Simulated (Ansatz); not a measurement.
Consider the atomization: `FC1CCCCC1` → 6 C• + F• + 11 H•.

Isolated molecules relaxed with PBE0-D4/def2-TZVP in Ansatz; ΔE leaves out vibrations. CCSD(T)/CBS adds triple-zeta CCSD(T) − MP2 to the extrapolated MP2 energy (def2 sets, frozen cores). This one scheme is used for every species, atoms too. For atomizations the MP2-based limit and the directly extrapolated one differ by several kJ/mol either way, and by 10 to 25 for some Ge, Se and Sn compounds, so smaller differences from it don't rank the levels. Functionals use def2-TZVPP. No spin–orbit coupling; open shells (•) take unrestricted orbitals. Spin–orbit coupling would lower the free atoms: a little for C, F.

(1) What is ΔE at CCSD(T)/CBS? (Best estimate.)

(2) What do these levels give: revPBE-D4, r2SCAN-D4, r2SCANh-D4, revPBE, BLYP, SCS-MP2/def2-TZVPP? (Estimate.)

Largest T1 diagnostic among the species: 0.010.

## Answers

(1) Ansatz gave: +7431.5 kJ/mol.

(2) Ansatz gave: revPBE-D4 7432.7, r2SCAN-D4 7458.2, r2SCANh-D4 7428.0, revPBE 7295.7, BLYP 7302.5, SCS-MP2/def2-TZVPP 7335.0 kJ/mol.

From BLYP to BHLYP (50 % exact exchange), in def2-TZVPP and without D4, ΔE moves by −91.7 kJ/mol: exact exchange takes away binding that semilocal exchange gives to molecules. In def2-TZVPP, CCSD(T) changes the Hartree–Fock value by +1684.2 kJ/mol (the triples alone add +95.2 kJ/mol) and MP2 by +1791.9 kJ/mol; breaking electron pairs costs correlation energy, which Hartree–Fock lacks. The D4 term adds +63.6 kJ/mol with B3LYP and +33.7 kJ/mol with PBE0; it sums over pairs of atoms, weighted by their polarisabilities, and B3LYP, whose exchange is more repulsive, gets the larger term.

B3LYP here is the variant with VWN-RPA as its local correlation; programs differ in this.
